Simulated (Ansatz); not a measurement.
Two structures of GeH4Br, doublet, reached by relaxing down either side of one saddle point (PBE0-D4/def2-TZVP). Energies are electronic, without zero-point energy. Program: Ansatz 0.2.0. Basis: def2-TZVPP and def2-QZVPP. Cores are frozen in the correlated methods; orbitals are unrestricted. Filled d shells of the heavier atoms are correlated. The def2 sets are not built for correlating such inner shells, so the correlated values are less sure here. Extrapolation: Hartree–Fock as exp(−7.88 √X), correlation as X^−2.97. First:

Br1  (-0.811, -0.846, -0.094)
Ge2  (0.769, 0.826, 0.101)
H3  (-3.194, -3.444, -0.423)
H4  (1.159, 1.249, -1.319)
H5  (0.118, 1.977, 0.873)
H6  (1.960, 0.238, 0.862)
(Å)

Second:

```json
{"atom": "Br1", "x (Å)": "-1.7147", "y (Å)": "-1.8347", "z (Å)": "-0.2205"}
{"atom": "Ge2", "x (Å)": "0.8631", "y (Å)": "0.9271", "z (Å)": "0.1126"}
{"atom": "H3", "x (Å)": "-2.6804", "y (Å)": "-2.8742", "z (Å)": "-0.3476"}
{"atom": "H4", "x (Å)": "1.2586", "y (Å)": "1.3559", "z (Å)": "-1.3105"}
{"atom": "H5", "x (Å)": "0.2112", "y (Å)": "2.0843", "z (Å)": "0.8884"}
{"atom": "H6", "x (Å)": "2.0621", "y (Å)": "0.3417", "z (Å)": "0.8777"}
```

(1) Which bonds change from the first to the second?

(2) Give the saddle point's structure and its height above each. (Judge from chemistry; the value comes from the calculation.)

No T1 diagnostic of these runs exceeds 0.014. ⟨S²⟩ of the unrestricted Hartree–Fock references: 0.75 to 0.80 (a pure state has 0.75).

## Answers

(1) GeH₃Br ([GeH3][Br]) + H → GeH₃ + HBr; bonds formed: Br1–H3; bonds broken: Br1–Ge2.

(2) Computed: 0.363 eV above the first and 0.586 eV above the second (CCSD(T) at an estimated basis limit (MP2 extrapolated from triple and quadruple zeta, plus CCSD(T) − MP2 in triple zeta)).
```
6
angstrom
Br -1.0639 -1.1300 -0.1329
Ge 0.6061 0.6502 0.0787
H -2.2676 -2.4363 -0.2964
H 0.9906 1.0682 -1.3450
H -0.0593 1.7936 0.8530
H 1.7940 0.0543 0.8425
```

Radical steps of this kind take place in plasma deposition and etching.

Labels in which every atom is bracketed show which atoms are joined, not bond orders.

For scale, one of the runs: CCSD(T)/def2-TZVPP, 152 basis functions, launched by `ansatz run in.yaml --threads 4 --pin off --events-out ev --progress --plain --max-ram 9574MiB`. The run took 100 s on 4 CPU threads of an Arm Neoverse V1 (shared host), with 2.6 GiB of host memory at its peak.
